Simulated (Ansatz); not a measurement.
`C[Si](C)(F)S` + `[CH3][Mg][F]` → `C[CH2][Mg][F]` + `C[SiH](F)S`  (formal exchange of groups at a C–Si bond)

Isolated molecules relaxed with PBE0-D4/def2-TZVP in Ansatz; ΔE leaves out vibrations. CCSD(T)/CBS adds triple-zeta CCSD(T) − MP2 to the extrapolated MP2 energy (def2 sets, frozen cores). DFT in def2-TZVPP. B3LYP here is the variant with VWN-RPA as its local correlation; programs differ in this. For Mg outer-core shells are correlated without core-valence functions, which leaves a few kJ/mol of doubt a bond. Each species was taken in one conformer, which may not be the lowest.

```
             level  ΔE (kJ/mol)  difference from CCSD(T)/CBS
            PBE-D4         70.5                         -2.0
         revPBE-D4         70.6                         -1.9
          B3LYP-D4         72.0                         -0.5
        r2SCAN0-D4         76.7                          4.2
           ωB97X-V         71.4                         -1.1
            B2PLYP         69.4                         -3.1
               PBE         67.3                         -5.2
            revPBE         65.9                         -6.6
              BLYP         64.5                         -8.0
           r2SCANh         75.9                          3.4
      MP2/def2-SVP         58.5                        -14.0
     HF/def2-TZVPP         66.1                         -6.4
     HF/def2-QZVPP         66.1                         -6.4
SCS-MP2/def2-QZVPP         69.3                         -3.2
     MP2/CBS(def2)         74.8                          2.3
    CCSD/CBS(def2)         72.0                         -0.5
       CCSD(T)/CBS         72.5                            0
```

Q: What do rigid-rotor, harmonic-oscillator terms from PBE0-D4/def2-TZVP frequencies (298.15 K, 1 bar) make of the CCSD(T)/CBS value? (An estimate is asked.)

A: Computed: ΔZPE = +3.3 kJ/mol, ΔH = +73.3 kJ/mol, ΔS = 1 J/(mol·K), ΔG = +73.0 kJ/mol.

Largest T1 diagnostic among the species: 0.011.

From BLYP to BHLYP (50 % exact exchange), in def2-TZVPP and without D4, ΔE moves by +4.2 kJ/mol. At CCSD(T), def2-SVP lies −18.1 kJ/mol from the extrapolated value and def2-TZVPP −2.2 kJ/mol.
